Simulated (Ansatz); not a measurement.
Consider the redistribution: `[OH][Al]([Cl])[Br]` + `[GaH3]` → `[OH][AlH][Cl]` + `[GaH2][Br]`.

Gas-phase electronic energies from Ansatz, PBE0-D4/def2-TZVP geometries. CCSD(T)/CBS is the MP2 limit (def2-TZVPP, def2-QZVPP) plus CCSD(T) − MP2 in def2-TZVPP, frozen cores. This one scheme is used for every species. DFT in def2-TZVPP. For Br, Ga outer-core shells are correlated without core-valence functions, which leaves a few kJ/mol of doubt a bond. Scalar relativity is left out up to krypton. Each species was taken in one conformer, which may not be the lowest.

`[OH][Al]([Cl])[Br]`:

Cartesian coordinates in Å:
```
O -0.280 1.232 -0.460
Al 0.277 -0.231 0.140
Cl 2.275 -0.383 0.666
Br -1.083 -1.992 0.377
H -1.189 1.374 -0.723
```

`[GaH3]`:

Cartesian coordinates in Å:
```
Ga 0.001 0.000 0.000
H 0.783 0.330 1.319
H -0.006 1.026 -1.186
H -0.778 -1.356 -0.132
```

`[OH][AlH][Cl]`:

Cartesian coordinates in Å:
```
O 0.785 -0.013 1.022
Al -0.299 0.314 -0.225
Cl -0.756 -1.179 -1.624
H 1.224 -0.853 1.147
H -0.953 1.731 -0.320
```

`[GaH2][Br]`:

Cartesian coordinates in Å:
```
Ga 0.145 0.153 0.114
Br -1.242 -1.311 -0.980
H -0.510 1.497 0.546
H 1.607 -0.339 0.319
```

**Question.** Is it downhill or uphill in electronic energy at CCSD(T)/CBS, and by how much? (Estimate.)

**Answer.** Computed: Uphill: ΔE = +0.10 eV.

**Question.** What do these levels give: LDA (SPW92), PBE, BLYP, r2SCAN0, MP2/def2-QZVPP, CCSD/CBS(def2)? (Estimate.)

**Answer.** Computed: LDA (SPW92) 0.06, PBE 0.04, BLYP 0.01, r2SCAN0 0.10, MP2/def2-QZVPP 0.12, CCSD/CBS(def2) 0.10 eV.

Largest T1 diagnostic among the species: 0.013.

Leaving LDA and LC-ωPBE aside and taking each functional with its dispersion term where it has one, the values, not all of them listed here, spread over 0.06 eV, from BLYP-D4 to r2SCANh-D4. From BLYP to BHLYP (50 % exact exchange), in def2-TZVPP and without D4, ΔE moves by +0.04 eV.
